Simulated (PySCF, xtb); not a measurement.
CH₁₀FNSi₃, SMILES C[Si@H](N[SiH3])[SiH2]F. One conformer was computed; it need not be the lowest.

Harmonic wavenumbers (cm⁻¹) from xtb 6.7.1 with GFN2-xTB at its own minimum, in rising order: 27, 62, 73, 96, 125, 140, 154, 202, 239, 366, 408, 454, 561, 569, 597, 619, 650, 698, 723, 749, 758, 784, 798, 801, 811, 827, 837, 972, 1193, 1377, 1496, 1500, 2083, 2205, 2228, 2241, 2262, 2286, 3031, 3036, 3047, 3458.

Question: What does PBE-D3(BJ)/def2-SVP (PySCF) give at its own minimum? (Estimate from the structure and the level; the computed values follow.)

Answer: 29, 54, 83, 131, 145, 159, 172, 230, 257, 316, 400, 468, 577, 640, 672, 679, 684, 706, 744, 809, 812, 869, 872, 895, 916, 921, 923, 968, 1143, 1210, 1376, 1380, 2131, 2141, 2143, 2152, 2155, 2173, 2968, 3068, 3075, 3506. Paired by order, the mean absolute difference is 55 cm⁻¹ and the zero-point energies are 65.1 and 65.4 kcal/mol.
